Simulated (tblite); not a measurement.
C8H15P.
Atom-mapped SMILES: `[CH2:1]=[P:2]1([CH:3]([CH3:4])[CH3:5])[CH2:6][CH:7]=[CH:8][CH2:9]1` (hydrogens: H10, H11 on C1; H12 on C3; H13, H14, H15 on C4; H16, H17, H18 on C5; H19, H20 on C6; H21 on C7; H22 on C8; H23, H24 on C9)

Geometry (GFN2-xTB, Å), atoms numbered from 1 in this order:
```
atom  x, y, z in Å
C1     0.507   -2.176    1.169
P2    -0.142   -0.723    0.571
C3     1.204    0.535    0.386
C4     2.429   -0.146   -0.214
C5     0.799    1.756   -0.432
C6    -0.898   -1.012   -1.082
C7    -1.947    0.040   -1.247
C8    -2.304    0.708   -0.161
C9    -1.633    0.328    1.117
H10   -0.273   -2.929    1.278
H11    1.044   -2.025    2.104
H12    1.438    0.854    1.411
H13    2.701   -1.020    0.372
H14    3.272    0.543   -0.239
H15    2.219   -0.472   -1.231
H16   -0.061    2.263   -0.003
H17    1.628    2.462   -0.464
H18    0.556    1.474   -1.454
H19   -0.146   -1.000   -1.874
H20   -1.333   -2.017   -1.068
H21   -2.371    0.218   -2.223
H22   -3.050    1.489   -0.162
H23   -1.367    1.186    1.738
H24   -2.284   -0.319    1.717
```

Level: GFN2-xTB in tblite, geometry and Hessian alike; calculated harmonic values, unscaled, isolated species. This tight-binding method is rough: wavenumbers can miss measured ones by several per cent, in bad cases by 10 to 20. One conformer, not necessarily the lowest.

Harmonic wavenumbers (cm⁻¹): 50.9, 94.1, 155.0, 177.2, 191.6, 214.2, 239.1, 245.1, 280.2, 325.0, 364.1, 374.6, 411.8, 449.1, 594.6, 613.6, 692.0, 704.8, 729.1, 758.5, 778.1, 810.9, 888.0, 914.6, 928.6, 936.4, 980.2, 987.9, 1005.5, 1011.2, 1034.2, 1062.0, 1075.6, 1121.1, 1133.2, 1169.1, 1189.6, 1210.4, 1246.5, 1282.7, 1305.2, 1397.1, 1403.3, 1413.4, 1425.4, 1434.6, 1481.4, 1487.3, 1496.1, 1500.7, 1696.2, 2872.3, 2904.4, 2913.5, 2949.0, 2954.4, 2955.8, 2970.9, 3010.2, 3014.5, 3022.7, 3033.6, 3045.5, 3050.6, 3068.6, 3086.0.

A = 1883, B = 1292, C = 1038 MHz; mass 142.091 u (most abundant isotopes); point group C1, symmetry number 1.

Q: Zero-point energy?

A: Half the sum of the wavenumbers: 44662 cm⁻¹ = 534.27 kJ/mol.

Q: Entropy at 200 K, 1 bar (ideal gas, RRHO, classical rotation)?

A: Translation 162.37, rotation 117.33, vibration 82.20: S = 361.9 J/(mol K).

Q: And Cp and H(200 K) − H(0)?

A: Cp = 136.28 J/(mol K), of which vibrations give 103.02 (their classical limit is 66 R = 548.8); H(200 K) − H(0) = 16.30 kJ/mol without the zero-point energy, 9.65 from vibrations.

Q: Which modes carry the vibrational entropy at 200 K?

A: 50.9 cm⁻¹: 16.71; 94.1 cm⁻¹: 11.72; 155.0 cm⁻¹: 7.83; 177.2 cm⁻¹: 6.84; 191.6 cm⁻¹: 6.27; 214.2 cm⁻¹: 5.50 J/(mol K); the other 60 give 27.33 together.

Q: How do the functions run with temperature in this model?

A: 
```tsv
T (K)	S (J/(mol K))	Cp (J/(mol K))	H − H(0) (kJ/mol)	G − H(0) (kJ/mol)	ln q(vib)
100	287.9	82.3	5.31	-23.47	1.37
300	427.5	191.4	32.66	-95.58	7.06
500	549.7	290.6	81.35	-193.48	13.24
800	709.0	386.4	184.16	-383.02	22.40
1000	800.0	428.7	265.89	-534.10	28.16
```

q(vib) and H(0) count from the zero-point level.

Hindered rotation and anharmonicity are outside this model. Other conformers, if any are populated, would add a mixing term that is left out. The structure is chiral; the term R ln 2 for an equal mix with its mirror image is left out.

Time: 1.1 s. Hardware: one thread of an Intel Xeon 6975P-C, on a shared host. The figure is for the frequency step alone.
